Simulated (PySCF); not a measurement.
**Electron correlation in Mo⁺ (molybdenum, charge +1)**

[Kr] 4d4 5p1, one real determinant (an excited configuration). Calculation: PySCF 2.14, in ANO-RCC-VTZP; scalar relativity by spin-free X2C-1e. Frozen: [Kr]; 5 electrons correlated.

```
  level  correlation energy (mhartree)
   CCSD                         -54.13
    (T)                          -1.00
CCSD(T)                         -55.13
```

Diagnostics: T1 = 0.0081, D1 = 0.0240, largest double amplitude 0.053.

**Question.** Is a single reference adequate?

**Answer.** Yes, within this model without spin-orbit coupling: T1 lies below 0.03 and no double amplitude reaches 0.07.

The basis was made for the ground configuration and has no added diffuse functions, which can raise the energy of the promoted electron.

The reference is one real determinant that mixes LS terms of this configuration.
